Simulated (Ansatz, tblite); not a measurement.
Forces on the cluster Cu2Sn at its PBE-D4/def2-TZVP geometry. The state is a singlet with charge 0.

In the def2 sets Sn takes a core potential; there is no spin–orbit coupling. The xTB rows come from tblite. The structure comes from a short search, and lower isomers may exist.

GFN1-xTB (tblite), largest force 0.94 eV/Å:

```xyz
3
positions Å, forces eV/Å
Cu   -0.362    1.417   -0.052    0.072   -0.916    0.195
Cu   -0.656   -0.926    0.925    0.281    0.746   -0.498
Sn    1.017   -0.491   -0.872   -0.353    0.170    0.302
```

GFN2-xTB (tblite), largest force 0.57 eV/Å:

```
Cu -0.054 -0.531 0.209
Cu 0.078 0.520 -0.230
Sn -0.024 0.012 0.021
```

PBE0-D4/def2-TZVP (Ansatz), largest force 0.13 eV/Å:

```
Cu -0.017 0.127 -0.020
Cu -0.045 -0.097 0.073
Sn 0.062 -0.030 -0.053
```
